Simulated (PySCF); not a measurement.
Record of a relaxation.

TMS-CHF2, C4H10F2Si.
SMILES with atom numbers: `[CH3:1][Si:2]([CH3:3])([CH3:4])[CH:5]([F:6])[F:7]` (hydrogens: H8, H9, H10 on C1; H11, H12, H13 on C3; H14, H15, H16 on C4; H17 on C5)

Method: PySCF, PBE0-D3(BJ)/def2-TZVP geometry optimisation, gas phase; density fitting, grid level 2; the optimiser is geomeTRIC in internal coordinates, started from a GFN2-xTB structure with every atom displaced at random (about 0.01 Å). The frame can shift and turn from step to step; on so coarse a grid that alone can change the energy by a few meV, and forces under 0.02 eV/Å are noise.

Step 0: E = -17614.2971 eV, largest atomic force 2.122 eV/Å
```
atom  x, y, z in Å  |  force x, y, z in eV/Å
C1      1.661   -0.872   -0.526   -1.274   1.646   0.414
Si2    -0.043   -0.080   -0.086    0.507  -0.174   0.163
C3     -1.263   -1.331    0.679    0.981   0.717  -0.342
C4     -0.781    0.891   -1.532   -1.205  -0.471   0.762
C5      0.318    1.241    1.298   -0.025   0.146   0.303
F6      1.199    2.197    0.866    0.040   0.014  -0.308
F7      0.922    0.665    2.394   -0.198  -0.155  -0.127
H8      2.112   -1.312    0.331    0.316  -0.471   0.810
H9      1.537   -1.598   -1.283   -0.092  -0.937  -0.936
H10     2.329   -0.094   -0.884    0.083   0.152  -0.129
H11    -1.500   -2.116   -0.011   -0.223  -0.467  -0.520
H12    -2.167   -0.857    1.000   -0.717   0.407   0.062
H13    -0.840   -1.792    1.555    0.398  -0.198   0.414
H14    -1.056    0.230   -2.352    0.199  -0.121  -0.201
H15    -1.746    1.363   -1.236    0.571  -0.202   0.030
H16    -0.143    1.673   -1.887    0.543   0.417  -0.250
H17    -0.555    1.802    1.683    0.096  -0.301  -0.144
```

Step 1: E = -17614.4235 eV, largest atomic force 0.344 eV/Å
```
atom  x, y, z in Å  |  force x, y, z in eV/Å
C1      1.561   -0.311   -1.048   -0.070  -0.234   0.158
Si2    -0.025   -0.057   -0.087    0.088  -0.032  -0.132
C3     -0.717   -1.618    0.675   -0.150   0.079   0.054
C4     -1.381    0.782   -1.052    0.147   0.255  -0.094
C5      0.454    1.113    1.365    0.079  -0.132  -0.112
F6      1.012    2.266    0.867   -0.081  -0.025   0.106
F7      1.409    0.512    2.148    0.018   0.047   0.005
H8      2.268   -0.751   -0.331    0.087   0.084  -0.227
H9      1.434   -1.020   -1.876    0.005   0.114   0.114
H10     1.986    0.620   -1.441   -0.104  -0.115   0.115
H11    -0.944   -2.379   -0.075    0.022   0.042  -0.032
H12    -1.665   -1.341    1.155    0.062  -0.132   0.009
H13    -0.076   -2.067    1.433    0.094   0.024   0.012
H14    -1.722    0.162   -1.887    0.023   0.020   0.037
H15    -2.239    0.969   -0.397    0.064   0.099  -0.146
H16    -1.008    1.734   -1.462   -0.253  -0.198   0.122
H17    -0.360    1.403    2.038   -0.033   0.107   0.011
```

Step 2: E = -17614.4520 eV, largest atomic force 0.214 eV/Å
```
atom  x, y, z in Å  |  force x, y, z in eV/Å
C1      1.548   -0.331   -1.041   -0.008  -0.176   0.121
Si2    -0.028   -0.058   -0.083   -0.047   0.025  -0.002
C3     -0.708   -1.622    0.681   -0.112   0.062   0.040
C4     -1.373    0.799   -1.062    0.145   0.029  -0.016
C5      0.447    1.112    1.370    0.006  -0.017   0.020
F6      0.995    2.272    0.885    0.011   0.028  -0.016
F7      1.404    0.521    2.160   -0.012   0.012  -0.014
H8      2.286   -0.767   -0.360    0.033   0.029  -0.078
H9      1.406   -1.029   -1.870   -0.017   0.035  -0.010
H10     1.957    0.601   -1.432   -0.018   0.041  -0.013
H11    -0.924   -2.380   -0.076    0.023   0.004  -0.022
H12    -1.654   -1.382    1.178    0.022  -0.071   0.016
H13    -0.042   -2.061    1.426    0.061   0.021  -0.026
H14    -1.709    0.180   -1.896    0.003  -0.018  -0.006
H15    -2.238    1.004   -0.427   -0.021   0.027  -0.008
H16    -1.011    1.747   -1.470   -0.044  -0.007   0.016
H17    -0.370    1.410    2.039   -0.027  -0.025  -0.001
```

Step 3: E = -17614.4622 eV, largest atomic force 0.079 eV/Å
```
atom  x, y, z in Å  |  force x, y, z in eV/Å
C1      1.533   -0.348   -1.038    0.033  -0.038   0.041
Si2    -0.033   -0.057   -0.074   -0.046   0.022   0.061
C3     -0.702   -1.625    0.690   -0.058   0.025   0.012
C4     -1.356    0.814   -1.068    0.022  -0.041  -0.007
C5      0.434    1.115    1.379   -0.005   0.008   0.015
F6      0.976    2.280    0.897    0.005   0.008  -0.007
F7      1.390    0.531    2.174   -0.012   0.015  -0.004
H8      2.298   -0.784   -0.391    0.002  -0.007   0.014
H9      1.370   -1.035   -1.871   -0.024  -0.005  -0.048
H10     1.927    0.589   -1.433    0.004   0.042  -0.041
H11    -0.903   -2.378   -0.076    0.017  -0.010  -0.005
H12    -1.644   -1.426    1.209    0.007  -0.014   0.013
H13    -0.003   -2.050    1.414    0.026  -0.002  -0.024
H14    -1.685    0.192   -1.904   -0.007  -0.006  -0.009
H15    -2.231    1.033   -0.452   -0.022  -0.020   0.019
H16    -0.992    1.758   -1.475    0.052   0.050  -0.025
H17    -0.392    1.406    2.041    0.007  -0.026  -0.004
```

Step 4: E = -17614.4643 eV, largest atomic force 0.044 eV/Å
```
atom  x, y, z in Å  |  force x, y, z in eV/Å
C1      1.526   -0.354   -1.039    0.028   0.018   0.002
Si2    -0.037   -0.055   -0.067   -0.014   0.004   0.042
C3     -0.700   -1.627    0.695   -0.014   0.006  -0.003
C4     -1.346    0.819   -1.072   -0.019  -0.015  -0.011
C5      0.427    1.118    1.386    0.000   0.016   0.009
F6      0.962    2.287    0.906   -0.002  -0.002  -0.008
F7      1.383    0.541    2.184   -0.002   0.001  -0.004
H8      2.300   -0.792   -0.405   -0.007  -0.011   0.016
H9      1.348   -1.034   -1.875   -0.015  -0.005  -0.019
H10     1.914    0.585   -1.439    0.002   0.007  -0.017
H11    -0.894   -2.378   -0.075    0.004  -0.004   0.000
H12    -1.638   -1.448    1.226    0.005   0.004   0.008
H13     0.016   -2.048    1.405    0.007  -0.009  -0.009
H14    -1.670    0.197   -1.910    0.000   0.001  -0.003
H15    -2.227    1.042   -0.465   -0.007  -0.014   0.006
H16    -0.974    1.762   -1.477    0.035   0.016  -0.008
H17    -0.403    1.402    2.046   -0.002  -0.015  -0.001
```

Step 5: E = -17614.4648 eV, largest atomic force 0.027 eV/Å
```
atom  x, y, z in Å  |  force x, y, z in eV/Å
C1      1.522   -0.354   -1.039    0.012   0.023  -0.007
Si2    -0.038   -0.055   -0.063    0.000  -0.005   0.009
C3     -0.697   -1.629    0.697    0.010  -0.004  -0.005
C4     -1.342    0.821   -1.075   -0.018  -0.002  -0.006
C5      0.422    1.119    1.390   -0.002   0.008  -0.004
F6      0.951    2.291    0.910   -0.005  -0.004   0.002
F7      1.381    0.546    2.187    0.001   0.002  -0.002
H8      2.298   -0.796   -0.410   -0.005  -0.007   0.004
H9      1.337   -1.031   -1.877   -0.004  -0.002   0.001
H10     1.910    0.585   -1.442    0.002  -0.006   0.001
H11    -0.892   -2.378   -0.075   -0.006   0.002   0.001
H12    -1.632   -1.456    1.236    0.003   0.006   0.005
H13     0.026   -2.050    1.399   -0.001  -0.006  -0.002
H14    -1.661    0.200   -1.916    0.004   0.003  -0.001
H15    -2.227    1.044   -0.473    0.001  -0.002  -0.003
H16    -0.961    1.763   -1.477    0.009  -0.003   0.004
H17    -0.410    1.397    2.050    0.001  -0.003   0.004
```

Step 6: E = -17614.4650 eV, largest atomic force under 0.02 eV/Å
```
atom  x, y, z in Å  |  force x, y, z in eV/Å
C1      1.522   -0.352   -1.039   -0.001   0.013  -0.004
Si2    -0.038   -0.054   -0.061    0.005  -0.005  -0.007
C3     -0.695   -1.631    0.697    0.015  -0.006  -0.003
C4     -1.340    0.821   -1.076   -0.006  -0.001  -0.001
C5      0.418    1.119    1.393   -0.004   0.004  -0.005
F6      0.942    2.294    0.913   -0.004  -0.001   0.002
F7      1.381    0.550    2.188    0.004  -0.001   0.000
H8      2.296   -0.797   -0.411   -0.002  -0.003  -0.003
H9      1.332   -1.028   -1.877    0.002   0.001   0.007
H10     1.910    0.586   -1.442    0.002  -0.007   0.007
H11    -0.893   -2.377   -0.076   -0.009   0.004   0.000
H12    -1.627   -1.459    1.241    0.001   0.004   0.003
H13     0.032   -2.055    1.393   -0.003  -0.003  -0.001
H14    -1.655    0.201   -1.920    0.005   0.002  -0.001
H15    -2.228    1.042   -0.478    0.003   0.004  -0.006
H16    -0.955    1.763   -1.474   -0.006  -0.005   0.006
H17    -0.414    1.393    2.054    0.000   0.001   0.003
```

Question: Summarise the path.

Answer: The energy falls by 0.1679 eV from step 0 to step 6; nine tenths of that is first reached at step 2. It falls at every step. The largest force goes from 2.122 to under 0.02 eV/Å. Among the bonds C1–Si2 changes most, from 1.930 to 1.865 Å; the atoms move by 0.060 Å rms after alignment.

Question: Follow the three bonds and two angles with the largest change from start to end.

Answer: 
```json
{"step": "0", "E above end (eV)": "0.1679", "largest force (eV/Å)": "2.122", "C1–Si2 (Å)": "1.930", "Si2–C3 (Å)": "1.907", "C1–H9 (Å)": "1.056", "H14–C4–H15 (°)": "103.8", "Si2–C4–H16 (°)": "113.3"}
{"step": "1", "E above end (eV)": "0.0415", "largest force (eV/Å)": "0.344", "C1–Si2 (Å)": "1.872", "Si2–C3 (Å)": "1.869", "C1–H9 (Å)": "1.097", "H14–C4–H15 (°)": "108.0", "Si2–C4–H16 (°)": "109.6"}
{"step": "2", "E above end (eV)": "0.0130", "largest force (eV/Å)": "0.214", "C1–Si2 (Å)": "1.865", "Si2–C3 (Å)": "1.869", "C1–H9 (Å)": "1.093", "H14–C4–H15 (°)": "107.8", "Si2–C4–H16 (°)": "110.8"}
{"step": "3", "E above end (eV)": "0.0028", "largest force (eV/Å)": "0.079", "C1–Si2 (Å)": "1.863", "Si2–C3 (Å)": "1.868", "C1–H9 (Å)": "1.091", "H14–C4–H15 (°)": "107.7", "Si2–C4–H16 (°)": "111.5"}
{"step": "4", "E above end (eV)": "0.0007", "largest force (eV/Å)": "0.044", "C1–Si2 (Å)": "1.864", "Si2–C3 (Å)": "1.868", "C1–H9 (Å)": "1.092", "H14–C4–H15 (°)": "107.6", "Si2–C4–H16 (°)": "111.4"}
{"step": "5", "E above end (eV)": "0.0002", "largest force (eV/Å)": "0.027", "C1–Si2 (Å)": "1.865", "Si2–C3 (Å)": "1.868", "C1–H9 (Å)": "1.093", "H14–C4–H15 (°)": "107.6", "Si2–C4–H16 (°)": "111.1"}
{"step": "6", "E above end (eV)": "0.0000", "largest force (eV/Å)": "under 0.02", "C1–Si2 (Å)": "1.865", "Si2–C3 (Å)": "1.868", "C1–H9 (Å)": "1.093", "H14–C4–H15 (°)": "107.6", "Si2–C4–H16 (°)": "110.9"}
```

The cost below is that of the whole optimisation. Time: 8.3 min wall, 17 min CPU; peak memory 1.7 GiB. Hardware: Intel Xeon at 2.50 GHz, 2 threads, shared host with 64 logical CPUs at a one-minute load of 58.
